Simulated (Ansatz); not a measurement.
Total energies of `[H]/C=C/c1ccc(/C=C/c2ccc(/C=C/c3ccccc3)cc2)cc1` from Ansatz at PBE-D4/def2-TZVP, gas phase (1 Eh = 27.2114 eV = 2625.5 kJ/mol). The reference geometry is relaxed at PBE-D4/def2-SVP.

```csv
state,geometry,energy (Eh)
charge 0 singlet,reference,-925.73325
charge 1 doublet,reference,-925.49688
charge 1 doublet,relaxed at PBE-D4/def2-SVP,-925.49927
charge -1 doublet,reference,-925.78690
charge -1 doublet,relaxed at PBE-D4/def2-SVP,-925.78852
free H atom (doublet),–,-0.49962
free C atom (triplet),–,-37.79597
```

Single mean-field runs in def2-TZVP are fitted with def2-universal-jkfit.

Task: Work out the vertical ionisation energy to the doublet.

Result: E(charge 1 doublet) − E(charge 0 singlet) = -925.49688 − (-925.73325) = 0.23637 Eh = 6.43 eV. For comparison, −ε of the highest occupied level is 4.85 eV at this level, 1.58 eV less.

Task: Work out the vertical electron affinity, to the doublet.

Result: E(charge 0 singlet) − E(charge -1 doublet) = -925.73325 − (-925.78690) = 0.05365 Eh = 1.46 eV. The basis lacks diffuse functions, which makes affinities too small.

Task: Give the fundamental gap IE − EA, the Mulliken electronegativity (IE + EA)/2 and the hardness (IE − EA)/2.

Result: From the values in Eh: IE − EA = 0.23637 − 0.05365 = 0.18272 Eh = 4.97 eV; (IE + EA)/2 = 3.95 eV; (IE − EA)/2 = 2.49 eV. The HOMO–LUMO gap of the same run is 1.95 eV, 3.02 eV smaller than the fundamental gap.

Task: How much does the charge 1 doublet relax, and what is the adiabatic ionisation energy?

Result: Relaxation: -925.49688 − (-925.49927) = 0.00239 Eh = 0.07 eV. Adiabatic ionisation energy: 0.23398 Eh = 6.37 eV, without zero-point energy. 

Task: How much does the charge -1 doublet relax, and what is the adiabatic electron affinity?

Result: Relaxation: -925.78690 − (-925.78852) = 0.00162 Eh = 0.04 eV. Adiabatic electron affinity: 0.05527 Eh = 1.50 eV, without zero-point energy. 

Task: What is the binding energy per atom against free atoms?

Result: Atoms: 20 × (-0.49962) + 24 × (-37.79597) = -917.09568 Eh. Binding: -917.09568 − (-925.73325) = 8.63757 Eh = 235.04 eV, or 5.34 eV for each of 44 atoms (no zero-point energy, no counterpoise term).

At PBE-D4/def2-TZVP the highest occupied level of the charge -1 doublet lies above zero (up to 0.07 eV). By energy differences its removal costs 1.46 eV (vertical, to the charge 0 singlet, at PBE-D4/def2-TZVP); self-interaction error and the lack of diffuse functions both raise the level.
